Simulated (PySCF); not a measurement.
This PySCF input asks for the NMR shieldings of `CCCCOc1ccccc1`, C₁₀H₁₄O; the geometry comes from PBE0-D3(BJ)/def2-SVP.

```python
import basis_set_exchange as bse
import numpy as np
from pyscf import gto, dft
from pyscf.prop import nmr

atoms = """
C    -4.674463   -0.229545    0.773173
C    -3.337248    0.493612    0.755599
C    -2.147117   -0.454540    0.749025
C    -0.819175    0.267786    0.719355
O     0.207086   -0.692546    0.723361
C     1.493128   -0.287095    0.695866
C     2.461178   -1.301753    0.700213
C     3.811288   -0.980638    0.673650
C     4.223686    0.354382    0.642376
C     3.261327    1.358429    0.638535
C     1.898868    1.052088    0.665276
H    -4.791862   -0.871065   -0.114759
H    -5.516909    0.478192    0.785478
H    -4.766884   -0.876055    1.660330
H    -3.267667    1.162885    1.631505
H    -3.286065    1.152564   -0.129375
H    -2.171972   -1.103625    1.640637
H    -2.199977   -1.127417   -0.123573
H    -0.723323    0.935574    1.597552
H    -0.745520    0.904675   -0.183347
H     2.119992   -2.338459    0.725221
H     4.553355   -1.783041    0.677903
H     5.286164    0.605328    0.621116
H     3.566875    2.407531    0.614605
H     1.166570    1.859551    0.662915
"""
names = dict.fromkeys(["C", "O", "H"], "pcSseg-1")
basis = {el: gto.basis.parse(bse.get_basis(n, elements=[el], fmt="nwchem")) for el, n in names.items()}
mol = gto.M(atom=atoms, basis=basis, charge=0, verbose=0)
mf = dft.RKS(mol, xc="GGA_XC_KT2")
mf.grids.level = 2
mf.grids.alignment = dft.numint.BLKSIZE   # the property module wants whole blocks of grid points
mf.conv_tol = 1e-9
mf.kernel()

calc = nmr.RKS(mf)   # GIAO
sigma = calc.kernel()   # uncoupled for a functional without exact exchange
for i, s in enumerate(sigma):   # ppm
    print("%2d %-2s %9.2f" % (i, mol.atom_pure_symbol(i), np.trace(s) / 3))
```

**Question.** What does it print?

**Answer.** 
```
 0 C     166.49
 1 C     160.74
 2 C     147.32
 3 C     114.71
 4 O     194.19
 5 C      28.99
 6 C      70.85
 7 C      59.38
 8 C      68.21
 9 C      59.29
10 C      80.15
11 H      30.14
12 H      29.83
13 H      30.15
14 H      29.91
15 H      29.92
16 H      29.46
17 H      29.47
18 H      27.57
19 H      27.57
20 H      24.41
21 H      24.13
22 H      24.49
23 H      24.12
24 H      24.76
```

These numbers come from an equivalent density-fitted implementation of the same equations, which agrees with the script to about 0.01 ppm for H and up to a few tenths of a ppm for heavy atoms, so last digits may differ.

**Question.** Turn these shieldings into chemical shifts. Referencing at the same level of theory: TMS for ¹³C (σref 183.22), ¹H (σref 31.18); ¹⁷O (σref 330.66) vs H2O.

**Answer.** Averaging equivalent atoms: C 5: 154.2; C 7/9: 123.9; C 8: 115.0; C 6/10: 107.7; C 3: 68.5; C 2: 35.9; C 1: 22.5; C 0: 16.7; O 4: 136.5; H 21/23: 7.05; H 22: 6.69; H 20/24: 6.60; H 18/19: 3.61; H 16/17: 1.71; H 14/15: 1.26; H 11/12/13: 1.14 ppm. Experimental scales use liquid or dissolved standards, which lie at an offset from isolated H2O (liquid H2O: subtract about 36 ppm).

Size and cost of the density-fitted run: 257 basis functions, 2.6 min wall time (5 min CPU) on 2 threads of an Intel Xeon, shared host; peak memory 1.7 GiB.
